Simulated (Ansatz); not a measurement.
A run on `CCOC[SiH3]` with other settings.

```yaml
crystal:
  periodic: [false, false, false]
  atoms:
    - {symbol: C, position_ang: [-1.560852, -1.574418, -0.224023]}
    - {symbol: C, position_ang: [-0.569060, -0.889588, -1.141058]}
    - {symbol: O, position_ang: [-0.143582, 0.372258, -0.672551]}
    - {symbol: C, position_ang: [0.744681, 0.315392, 0.418124]}
    - {symbol: Si, position_ang: [1.326655, 2.068176, 0.804430]}
    - {symbol: H, position_ang: [-1.910776, -2.503452, -0.680861]}
    - {symbol: H, position_ang: [-1.118105, -1.829451, 0.741043]}
    - {symbol: H, position_ang: [-2.425415, -0.930799, -0.048516]}
    - {symbol: H, position_ang: [-1.028617, -0.697776, -2.113794]}
    - {symbol: H, position_ang: [0.307039, -1.534004, -1.308576]}
    - {symbol: H, position_ang: [0.273709, -0.116413, 1.313695]}
    - {symbol: H, position_ang: [1.614965, -0.319484, 0.183915]}
    - {symbol: H, position_ang: [2.033261, 2.652009, -0.364386]}
    - {symbol: H, position_ang: [0.171187, 2.930498, 1.161726]}
    - {symbol: H, position_ang: [2.263210, 2.006451, 1.960131]}
basis:
  gaussian: {orbitals: pcseg-2}
hamiltonian: {xc: {name: r2SCAN50}}
accuracy: high
output: {forces: true}
```

```sh
$ ansatz run in.yaml --threads 4 --pin off --events-out ev --progress --plain --max-ram 10444MiB
```

Output, abridged:

```
Functional definition: r2SCAN50
5541 factors; integrals over basis functions are off by at most 2.0e-8 eV
mean field evaluation 1: about -13190.0107 eV, gradient 4.8e1 eV
mean field evaluation 2: about -13191.6290 eV, gradient 4.0e1 eV
mean field evaluation 4: about -13195.2444 eV, gradient 2.4e0 eV
mean field evaluation 8: about -13195.4223 eV, gradient 1.1e-1 eV
mean field evaluation 16: about -13195.4224 eV, gradient 5.2e-5 eV
mean field -13195.42237313 eV, -484.9228280341 hartree, gradient 2.0e-8 eV, S^2 0.000000; 0 other end points of the search recorded, 0 dependent functions left out
reference -13195.42237401 eV, -484.9228280664 hartree; 25, 25 occupied and 269, 269 virtual orbitals, 5541 factors
Total energy: -13195.42237401 eV, -484.9228280664 hartree
Atom 0 at    -1.560852    -1.574418    -0.224023 Å, force    -0.047326    -0.008863     0.066827 eV/Å
Atom 1 at    -0.569060    -0.889588    -1.141058 Å, force     0.106247     0.179400    -0.072253 eV/Å
Atom 2 at    -0.143582     0.372258    -0.672551 Å, force     0.164659    -0.566288     0.264931 eV/Å
Atom 3 at     0.744681     0.315392     0.418124 Å, force    -0.086223    -0.106815    -0.097074 eV/Å
Atom 4 at     1.326655     2.068176     0.804430 Å, force    -0.008400     0.012965    -0.008350 eV/Å
Atom 5 at    -1.910776    -2.503452    -0.680861 Å, force     0.123175     0.305417     0.133539 eV/Å
Atom 6 at    -1.118105    -1.829451     0.741043 Å, force    -0.136386     0.088364    -0.315307 eV/Å
Atom 7 at    -2.425415    -0.930799    -0.048516 Å, force     0.284363    -0.202358    -0.060158 eV/Å
Atom 8 at    -1.028617    -0.697776    -2.113794 Å, force     0.155048    -0.069255     0.344327 eV/Å
Atom 9 at     0.307039    -1.534004    -1.308576 Å, force    -0.298145     0.247280     0.072433 eV/Å
Atom 10 at     0.273709    -0.116413     1.313695 Å, force     0.128844     0.147249    -0.330616 eV/Å
Atom 11 at     1.614965    -0.319484     0.183915 Å, force    -0.310831     0.214951     0.051636 eV/Å
Atom 12 at     2.033261     2.652009    -0.364386 Å, force    -0.113746    -0.103489     0.189970 eV/Å
Atom 13 at     0.171187     2.930498     1.161726 Å, force     0.187518    -0.146386    -0.055574 eV/Å
Atom 14 at     2.263210     2.006451     1.960131 Å, force    -0.148798     0.007829    -0.184331 eV/Å
Dipole moment:    -0.002250    -0.355999     0.061225 e Å
```

Hardware: 4 threads of an Arm Neoverse V2 on a shared host. Wall time 35 s, peak host memory 2.8 GiB.
